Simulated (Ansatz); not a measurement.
Cartesian coordinates (Å):
```xyz
8

C      0.8638     0.4203     0.1404
C     -0.3028    -0.4647     0.0713
O     -1.5005     0.1852    -0.5915
H      1.1569     0.7782     1.1268
H      1.7136     0.1727    -0.4950
H     -0.6870    -0.7712     1.0554
H     -0.1399    -1.3733    -0.5272
H     -1.1042     1.0528    -0.7801
```
Charge -1, spin multiplicity 1.

Method: frozen-core CCSD(T)/aug-cc-pVTZ // B3LYP-D3(BJ)/def2-TZVPD run with Ansatz (a first-principles code).

The HF energy is -153.47194 Ha and the MP2 correlation energy is -0.64059 Ha.

Problem. Estimate the CCSD correlation energy, the (T) correction, the total energy and the T1 diagnostic.

Solution. 
```yaml
CCSD correlation energy: -0.65729 Ha
"(T) correction": -0.02905 Ha
CCSD(T) total energy: -154.15828 Ha
T1 diagnostic: 0.015
```
